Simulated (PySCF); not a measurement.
C6H9N3.
Numbering: `[CH3:1][c:2]1[n:3][nH:4][n:5][c:6]1[CH:7]1[CH2:8][CH2:9]1` (hydrogens: H10, H11, H12 on C1; H13 on N4; H14 on C7; H15, H16 on C8; H17, H18 on C9)

The same species was optimised twice, with GFN2-xTB and with PBE0-D3(BJ)/def2-SVP (PySCF), and the same property calculations (PySCF, gas phase) were run on both structures.

```
     coordinate  GFN2-xTB  PBE0-D3(BJ)/def2-SVP  change
      C6–C7 (Å)     1.463                 1.473  +0.010
      C2–N3 (Å)     1.325                 1.331  +0.006
      C1–C2 (Å)     1.484                 1.488  +0.004
      N3–N4 (Å)     1.315                 1.312  -0.003
      N5–C6 (Å)     1.328                 1.331  +0.003
      N4–N5 (Å)     1.316                 1.314  -0.002
      C2–C6 (Å)     1.417                 1.418  +0.001
      C7–C9 (Å)     1.507                 1.508  +0.001
      C8–C9 (Å)     1.491                 1.492  +0.001
      C7–C8 (Å)     1.506                 1.507  +0.001
   N3–N4–N5 (°)     115.2                 116.7    +1.5
   C2–N3–N4 (°)     104.8                 103.9    -0.9
   N4–N5–C6 (°)     104.6                 103.7    -0.9
   N5–C6–C7 (°)     123.9                 123.0    -0.9
   C6–C7–C9 (°)     119.2                 119.8    +0.6
   C1–C2–N3 (°)     123.2                 122.6    -0.6
   C6–C7–C8 (°)     119.2                 119.8    +0.6
   C2–C6–C7 (°)     128.5                 129.0    +0.5
N5–C6–C7–C8 (°)        34                    35      +1
```

Rotational constants: A = 3034, B = 1327, C = 1001 MHz (GFN2-xTB) against A = 3033, B = 1312, C = 992.7 MHz (PBE0-D3(BJ)/def2-SVP). Atoms that the bonding makes alike are paired by their places after alignment.

On the GFN2-xTB structure: HOMO (eV) -6.88 [PBE0/pcSseg-1]; LUMO (eV) 0.10 [PBE0/pcSseg-1]; dipole (D) 0.75 [PBE0/pcSseg-1]; GIAO shielding of C1 (ppm) 174.8 [PBE0/pcSseg-1]; GIAO shielding of C2 (ppm) 41.3 [PBE0/pcSseg-1]; GIAO shielding of N3 (ppm) -91.2 [PBE0/pcSseg-1]; GIAO shielding of N4 (ppm) 15.5 [PBE0/pcSseg-1]; GIAO shielding of N5 (ppm) -80.3 [PBE0/pcSseg-1]; GIAO shielding of C6 (ppm) 32.8 [PBE0/pcSseg-1]; GIAO shielding of C7 (ppm) 178.4 [PBE0/pcSseg-1]; GIAO shielding of C8/C9 (mean) (ppm) 173.3 [PBE0/pcSseg-1].

Q: What do these properties become on the PBE0-D3(BJ)/def2-SVP structure?

A: 
| property | level | on GFN2-xTB | on PBE0-D3(BJ)/def2-SVP | change |
| --- | --- | --- | --- | --- |
| HOMO (eV) | PBE0/pcSseg-1 | -6.88 | -6.89 | -0.01 |
| LUMO (eV) | PBE0/pcSseg-1 | 0.10 | 0.08 | -0.02 |
| dipole (D) | PBE0/pcSseg-1 | 0.75 | 0.71 | -0.04 |
| energy, GFN2-xTB geometry as zero (kcal/mol) | PBE0/pcSseg-1 | 0.0 | -0.5 | -0.5 |
| GIAO shielding of C1 (ppm) | PBE0/pcSseg-1 | 174.8 | 172.9 | -1.9 |
| GIAO shielding of C2 (ppm) | PBE0/pcSseg-1 | 41.3 | 40.5 | -0.8 |
| GIAO shielding of N3 (ppm) | PBE0/pcSseg-1 | -91.2 | -90.3 | +0.9 |
| GIAO shielding of N4 (ppm) | PBE0/pcSseg-1 | 15.5 | 14.3 | -1.2 |
| GIAO shielding of N5 (ppm) | PBE0/pcSseg-1 | -80.3 | -78.4 | +1.9 |
| GIAO shielding of C6 (ppm) | PBE0/pcSseg-1 | 32.8 | 32.1 | -0.7 |
| GIAO shielding of C7 (ppm) | PBE0/pcSseg-1 | 178.4 | 176.8 | -1.6 |
| GIAO shielding of C8/C9 (mean) (ppm) | PBE0/pcSseg-1 | 173.3 | 171.5 | -1.8 |

The heavy atoms differ by 0.012 Å rms after alignment. Among bonds between heavy atoms C6–C7 changes most (+0.010 Å). Changes are differences of the printed values. Neither structure is proved a minimum here.

Shape of the structure used: `[CH3:1][c:2]1[n:3][nH:4][n:5][c:6]1[CH:7]1[CH2:8][CH2:9]1`: N5–C6–C7–C8 35°.
